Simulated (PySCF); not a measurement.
# PmF3(H2O) at several levels of theory

Computed with PySCF 2.14.0 (density fitting, no spin-orbit coupling) at the geometry relaxed with PBE0:

```xyz
7
PmF3(H2O) (singlet in the valence; each metal's 4f electrons, 4 of them, lie in its core potential, out of spins and levels)
Pm    0.0910   -0.0935    0.0935
F     1.1233    1.3718    1.1591
F    -1.3278   -1.1704    1.1704
F     1.1233   -1.1591   -1.3718
O    -1.3422    1.3580   -1.3580
H    -1.6775    2.2374   -1.1434
H    -1.6775    1.1434   -2.2374
```

```tsv
level	basis	state	HOMO (eV)	gap (eV)	charge on Pm1 (e)	population of f-type functions on Pm1 (polarisation alone where 4f lies in the core)	dipole about the centre of mass (D)	largest force component (eV/Å)
PBE0	Pm lcecp-1-SVP with ECP50, F def2-SVP, O def2-SVP, H def2-SVP	singlet	-9.25	8.14	1.23	0.11	6.80	0.01
```

In the lcecp rows the 4f levels are missing from HOMO and gap, and the state counts the valence alone.

Charges are Mulliken's, which hang on the basis. The relaxation used the grid (50, 194), these runs (75, 302) or, all-electron (x2c bases, spin-free X2C Hamiltonian), (99, 590).

Question: A further run in the first row's basis gives HOMO (eV) -7.59, gap (eV) 6.44, charge on Pm1 (e) 1.36, population of f-type functions on Pm1 (polarisation alone where 4f lies in the core) 0.10, dipole about the centre of mass (D) 6.69, largest force component (eV/Å) 0.18. Which level was it?
A. M06-L
B. BP86

Answer: A. The others give HOMO -7.40 eV (BP86).

In the first row's basis the gap widens with exact exchange: 5.7 to 6.4 eV for BP86, M06-L (none); 8.1 eV for PBE0 (a fixed share).

No frequency check is given that shows the relaxed geometry to be a minimum. An lcecp potential fixes the number of 4f electrons, so in runs with it no electron can move into or out of that shell.
